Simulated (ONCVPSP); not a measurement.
What one change does to a pseudopotential (Pb (Z = 82), ONCV)

- Element: lead (Pb)
- Generator: ONCVPSP 4.0.1
- Type: optimised norm-conserving Vanderbilt (ONCV)
- Functional: LDA (Perdew-Wang 92)
- Relativity: scalar-relativistic
- Frozen core: [Xe] 4f14 5d10
- Valence charge: 4
- Reference configuration: 6s2 6p2
- Partial waves: 6s: rc 2.00 bohr, ncon 4, nbas 8, qcut 2.5 1/bohr, 2 projectors, debl 0.6 Ha; 6p: rc 2.20 bohr, ncon 4, nbas 7, qcut 3.6 1/bohr, 2 projectors, debl 1.7 Ha
- Local potential: polynomial inside 1.60 bohr (lpopt 4, dvloc0 4 Ha)
- Core correction: Teter function, fcfact 3.25, rcfact 1.5

All-electron outer shells of the reference configuration (LDA (PZ), scalar-relativistic, ld1.x):

| shell | level (eV) | outermost node (bohr) | outermost maximum (bohr) |
| --- | --- | --- | --- |
| 5p | -85.96 | 0.49 | 0.88 |
| 5d | -21.29 | 0.52 | 1.07 |
| 6s | -12.32 | 1.01 | 1.95 |
| 6p | -3.71 | 1.18 | 2.63 |

Change: p: qcut 5.3.

Cutoffs: the cutoffs (Ha) at which the residual kinetic energy of the hardest occupied pseudo-wave falls to 1 and 0.1 mHa per electron; they do not see the model core or the augmentation charge, which bear on the density cutoff. Errors are all-electron minus pseudo energies relative to the spin-unpolarised reference configuration.

Task: How do hardness, ghosts and transferability respond?

Result: The potential gets neither clearly harder nor softer (35 Ha and 43 Ha → 35 Ha and 43 Ha); a bound ghost appears in p, which as a rule spoils a file; the errors of the 4 common tests hardly move; the range in which the p phases agree widens (upper end 3.0 → 4.3).

| quantity | base | changed |
| --- | --- | --- |
| cutoff, loose | 35 Ha | 35 Ha |
| cutoff, tight | 43 Ha | 43 Ha |
| bound ghosts | none | p |
| GHOST(+) flags under 300 eV | s at 94.7 eV | s at 94.7 eV |
| error for 6s2 6p1, meV [ΔE 6.83 eV] | -32 | -32 |
| error for 6s2 6p0, meV [ΔE 20.58 eV] | -197 | -198 |
| error for 6s1 6p0, meV [ΔE 53.46 eV] | -656 | -659 |
| error for 6s1 6p2, meV [ΔE 16.43 eV] | -74 | -77 |
| s: phases at 2.03 bohr within 0.05 rad from the reference energy up to (Ha; the scan ends near 5) | 2.8 | 2.8 |
| p: phases at 2.24 bohr within 0.05 rad from the reference energy up to (Ha; the scan ends near 5) | 3.0 | 4.3 |
| rms error of d²Exc/dni dnj with the model core, mHa | 2.84 | 2.84 |

 A true bound ghost makes a file unfit for plane-wave use even where its test errors are small: the radial tests pick states by their node count and pass the ghost by.
